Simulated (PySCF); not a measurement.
A side-by-side comparison of computed properties.

First species: C₈H₁₀N₂.
SMILES with atom numbers: `[CH3:1][C:2]([CH3:3])([CH3:4])/[C:5]([C:6]#[N:7])=[CH:8]\[C:9]#[N:10]` (hydrogens: H11, H12, H13 on C1; H14, H15, H16 on C3; H17, H18, H19 on C4; H20 on C8)

Second species: C₇H₉FO₂.
SMILES: `C=C[C@@]1(OC)C[C@H]1C(=O)F`

Levels: PBE0/pcSseg-1 for dipole moment, HOMO energy, LUMO energy and HOMO–LUMO gap; GFN2-xTB for rotational constant A and rotational constant C. Geometries: GFN2-xTB. Each structure is a single optimised conformer of the isolated species, non-relativistic unless stated; the electronic structure was computed with PySCF and density fitting.

Dipoles, sizes and rotational constants follow the conformer. The torsions of the flexible species, by atom-mapped SMILES:
- `[CH3:1][C:2]([CH3:3])([CH3:4])/[C:5]([C:6]#[N:7])=[CH:8]\[C:9]#[N:10]`: C1–C2–C5–C6 59°
- `[CH2:1]=[CH:2][C@@:3]1([O:4][CH3:5])[CH2:6][C@H:7]1[C:8](=[O:9])[F:10]`: C1–C2–C3–O4 16°, C2–C3–O4–C5 77°, C6–C7–C8–O9 22°

Problem. Which has the higher rotational constant A?

Solution. The second: 2.272 GHz against 1.794 GHz, a difference of 0.478 GHz.

Problem. Which of the two has the higher HOMO–LUMO gap, and by how much?

Solution. The second: 6.76 eV against 5.71 eV, a difference of 1.05 eV.

Problem. Which has the higher HOMO energy?

Solution. The second: -7.53 eV against -8.41 eV, a difference of 0.88 eV.

Problem. Which has the higher LUMO energy?

Solution. The second: -0.77 eV against -2.70 eV, a difference of 1.93 eV.

Problem. Which of the two has the higher rotational constant C, and by how much?

Solution. The first: 0.806 GHz against 0.781 GHz, a difference of 0.025 GHz.

Problem. Which of the two has the higher dipole moment, and by how much?

Solution. The second: 3.95 D against 2.26 D, a difference of 1.69 D.

On the first: A dipole of 2.26 D is allowed in Cs, and pure rotational transitions are dipole-allowed. In atomic units the dipole is 0.89 e·bohr (1 au = 2.5417 D).

On the second: The dipole equals about 13.2 × 10⁻³⁰ C·m (1 D = 3.33564 × 10⁻³⁰ C·m).
